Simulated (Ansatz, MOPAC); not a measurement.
Complex: H2S (SMILES S) (first 3 atoms) with Si2H6 (SMILES [SiH3][SiH3]); geometry from B3LYP-D3(BJ)/def2-TZVP, rigid monomers moved along the line of their centres of mass till S1···Si4 is 5.13 Å.
(charge 0, multiplicity 1):
```json
[
 {"atom": "S", "x (Å)": "0.1171", "y (Å)": "-0.6204", "z (Å)": "0.1974"},
 {"atom": "H", "x (Å)": "0.5660", "y (Å)": "0.6235", "z (Å)": "-0.0329"},
 {"atom": "H", "x (Å)": "-1.1658", "y (Å)": "-0.2474", "z (Å)": "0.0658"},
 {"atom": "Si", "x (Å)": "1.2671", "y (Å)": "0.2026", "z (Å)": "5.1268"},
 {"atom": "Si", "x (Å)": "-0.9725", "y (Å)": "0.9019", "z (Å)": "4.9703"},
 {"atom": "H", "x (Å)": "2.1144", "y (Å)": "0.9208", "z (Å)": "4.1451"},
 {"atom": "H", "x (Å)": "1.3847", "y (Å)": "-1.2543", "z (Å)": "4.8865"},
 {"atom": "H", "x (Å)": "1.7963", "y (Å)": "0.4939", "z (Å)": "6.4839"},
 {"atom": "H", "x (Å)": "-1.4608", "y (Å)": "1.3702", "z (Å)": "6.2928"},
 {"atom": "H", "x (Å)": "-1.8514", "y (Å)": "-0.2049", "z (Å)": "4.5240"},
 {"atom": "H", "x (Å)": "-1.1089", "y (Å)": "2.0261", "z (Å)": "4.0121"}
]
```

Counterpoise-corrected where a basis set is named; no monomer relaxation.

The state that PM3, PM6 reach isn't checked.

Codes used: Ansatz (Gaussian basis) for Hartree–Fock, density functionals and correlated methods; MOPAC for PM3, PM6 (differences of heats of formation). Each number belongs to the level named beside it.

One of these levels gives -0.09 kcal/mol for the interaction energy. Which one is it?
(A) PM6
(B) r2SCAN/def2-TZVPPD
(C) PM3

A, PM6. The others give 0.27 (PM3), -0.47 (r2SCAN/def2-TZVPPD)

Ansatz is a program for electronic structure.
